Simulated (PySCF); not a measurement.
C₂H₁₀GeO₂Si₂.
Cartesian coordinates in Å at the PBE0-D3(BJ)/def2-SVP level; atoms count from 1:
```
atom  x, y, z in Å
C1     2.8424   -0.3798   -0.8380
C2     1.5239   -0.1012   -0.1848
O3     0.8549    0.8832   -0.3933
O4     1.1561   -1.0706    0.6534
Si5   -0.3083   -1.0815    1.5654
Si6   -1.6643    0.7616    1.0839
Ge7   -2.1886    0.8368   -1.2407
H8     2.7473   -1.2749   -1.4709
H9     3.1484    0.4779   -1.4466
H10    3.5992   -0.6047   -0.0733
H11   -0.9696   -2.3696    1.2055
H12    0.1263   -1.1521    2.9914
H13   -1.0309    2.0224    1.5696
H14   -2.9201    0.5470    1.8825
H15   -1.6017    2.0947   -1.8977
H16   -3.7174    0.8320   -1.4518
H17   -1.6147   -0.4091   -1.9437
```

The calculation used PySCF, PBE0-D3(BJ)/def2-SVP geometry optimisation, gas phase.

Masses are those of the commonest isotopes; rigid-rotor values at the optimised geometry. The values belong to one conformer with, in the numbering `[CH3:1][C:2](=[O:3])[O:4][SiH2:5][SiH2:6][GeH3:7]`, C1–C2–O4–Si5 180°, C2–O4–Si5–Si6 3°, O4–Si5–Si6–Ge7 58°.

Give the principal moments of inertia and the rotational constants in GHz.

Ia = 307.37, Ib = 706.88, Ic = 910.76 u·Å²; 505379 MHz·u·Å²/I gives 1644, 714.9 and 554.9 MHz, that is A = 1.6442, B = 0.7149, C = 0.5549 GHz.

What kind of rotor is it?

An asymmetric top. Ray's parameter κ = (2B − A − C)/(A − C) = -0.706; −1 is the prolate and +1 the oblate limit.

What does the inertial defect say?

Not planar: Δ = Ic − Ia − Ib = -103.49 u·Å². For a rigid frame Δ = −2 Σ m c², so Σ m c² = 51.74 u·Å² lies off the ab plane: 13.53 from hydrogen and 38.21 from heavier atoms. The atom farthest from that plane is 2.19 Å away.

Which types of transition are allowed, and where do some lines up to J = 3 fall?

The dipole components are |μa| = 1.84 D, |μb| = 0.17 D, |μc| = 0.70 D. Intensities carry the squares of the components, which stand as 1.00 : 0.01 : 0.14 (a : b : c). Some lines, for components of 0.1 D or more:

```
type  branch         J(Ka,Kc)   MHz  lower level (cm⁻¹)
   c       Q  1(1,1) ← 1(0,1)   929               0.042
   b       R  3(1,2) ← 2(2,1)  1249               0.262
   b       Q  3(1,2) ← 3(0,3)  1570               0.251
   c       Q  3(2,2) ← 3(1,2)  2560               0.303
   a       R  2(1,1) ← 1(1,0)  2700               0.079
   c       Q  2(2,1) ← 2(1,1)  2788               0.169
   b       Q  2(2,1) ← 2(1,2)  3268               0.153
   b       R  2(1,2) ← 1(0,1)  3309               0.042
   a       R  3(0,3) ← 2(0,2)  3735               0.126
   c       R  2(1,1) ← 1(0,1)  3789               0.042
   a       R  3(1,2) ← 2(1,1)  4037               0.169
   c       Q  3(3,1) ← 3(2,1)  4965               0.392
   c       R  2(2,0) ← 1(1,0)  5507               0.079
   c       R  2(2,1) ← 1(1,1)  5648               0.073
   c       R  3(2,1) ← 2(1,1)  6690               0.169
   b       R  3(2,1) ← 2(1,2)  7171               0.153
   b       R  3(3,1) ← 2(2,0)  8848               0.262
   c       R  3(3,0) ← 2(2,0)  8850               0.262
```

Estimate the classical rotational partition function at 10 K, 50 K and 500 K.

Point group C1, symmetry number σ = 1; q = (√π/σ)·√((kT/h)³/(ABC)), k/h = 20836.6 MHz/K: 6600 at 10 K, 73800 at 50 K, 2330000 at 500 K.

Not checked by PBE0-D3(BJ)/def2-SVP frequencies. These are rigid-rotor constants of the computed structure; measured ground-state constants (B0) also hold zero-point vibration. A rigid rotor knows nothing of internal rotation, which can split or shift real lines.
